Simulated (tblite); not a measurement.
Q: What does the GFN2-xTB structure of `C=CC[Si@H](/C=C/C)NC` look like in three dimensions?

A: 
```
atom  x, y, z in Å
C1    -1.4083   -2.3603    0.7447
C2    -1.9820   -1.2160    0.4147
C3    -1.9693   -0.6248   -0.9456
Si4   -0.5765    0.6783   -1.1094
C5     1.0800   -0.1918   -0.8631
C6     1.6075   -0.4717    0.3227
C7     2.9028   -1.1792    0.5430
N8    -0.9426    1.9246    0.0226
C9    -0.0695    3.0555    0.2290
H10   -0.9080   -2.9700    0.0103
H11   -1.4178   -2.7383    1.7529
H12   -2.4772   -0.6245    1.1752
H13   -1.7934   -1.3997   -1.6891
H14   -2.9284   -0.1600   -1.1648
H15   -0.5964    1.3174   -2.4342
H16    1.6359   -0.4993   -1.7419
H17    1.0862   -0.1851    1.2283
H18    2.7340   -2.1013    1.0997
H19    3.5781   -0.5588    1.1324
H20    3.3820   -1.4216   -0.4029
H21   -1.4270    1.6713    0.8702
H22    0.3374    3.3574   -0.7331
H23    0.7700    2.8256    0.8948
H24   -0.6292    3.8920    0.6511
```

Any rigid rotation of these coordinates is as good. Atoms count from 1 in this order. Si4 (SiH silicon) is distorted tetrahedral (angles from 105.9° to 115.7°). N8 (silicon-bound nitrogen) has angles 122.1°, 118.2° and 111.5°, sum 351.9°, 0.22 Å off the plane of its three neighbours. Of the pairs four or more bonds apart, H16···H20 is among the closest relative to their van der Waals radii: 2.39 Å, 99 % of the sum of Bondi's values. The 2 C–Si bonds span 1.887 Å (Si4–C5, drawn single) to 1.914 Å (C3–Si4, drawn single), a spread of 0.027 Å.

Bonds between heavy atoms (Å): C1=C2 1.322, C2–C3 1.483, C3–Si4 1.914, Si4–C5 1.887, C5=C6 1.328, C6–C7 1.492, Si4–N8 1.723, N8–C9 1.444.

Structure optimised with GFN2-xTB, isolated species.

Point group: C1 (no symmetry element, even within 0.4 Å). Its GFN2-xTB frequencies are all real (lowest 30 cm⁻¹). The numbers are those of one conformer (C1–C2–C3–Si4 -97°, C2–C3–Si4–C5 63°, C3–Si4–C5–C6 -82°, C3–Si4–N8–C9 177°).

These are computed values.
